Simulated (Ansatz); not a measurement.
One change: `NC([SiH3])S[SiH3]` becomes `CNC(N)[SiH3]`.

Ansatz, PBE0-D4/def2-TZVP geometries, multiplicity 1. Each molecule was computed in one conformer, which needn't be the lowest.

```tsv
property	`NC([SiH3])S[SiH3]`
HOMO–LUMO gap (PBE/def2-TZVPP) / eV	4.65
HOMO energy (PBE0/def2-TZVPP) / eV	-6.89
HOMO energy (B3LYP/def2-TZVPP) / eV	-6.67
size of the dipole moment (B3LYP/def2-TZVPP) / D	0.77
HOMO energy (ωB97M-V/def2-TZVPP) / eV	-9.07
LUMO energy (ωB97M-V/def2-TZVPP) / eV	1.57
```

Q: Give the same properties after the change, and the shifts. (An estimate is asked.)

A: Ansatz gave: 
| property | `CNC(N)[SiH3]` | shift |
| --- | --- | --- |
| HOMO–LUMO gap (PBE/def2-TZVPP) / eV | 4.82 | 0.17 |
| HOMO energy (PBE0/def2-TZVPP) / eV | -6.35 | 0.54 |
| HOMO energy (B3LYP/def2-TZVPP) / eV | -6.15 | 0.52 |
| size of the dipole moment (B3LYP/def2-TZVPP) / D | 1.35 | 0.58 |
| HOMO energy (ωB97M-V/def2-TZVPP) / eV | -8.65 | 0.42 |
| LUMO energy (ωB97M-V/def2-TZVPP) / eV | 2.16 | 0.59 |

With PBE0 the HOMO rises by 0.54 eV and the LUMO rises by 0.77 eV, so the gap widens by about 0.23 eV. PBE moves the HOMO by 0.67 eV and ωB97M-V by 0.42 eV. Dipoles are sizes alone; their direction can turn.

B3LYP here is the variant with VWN-RPA as its local correlation; programs differ in this.
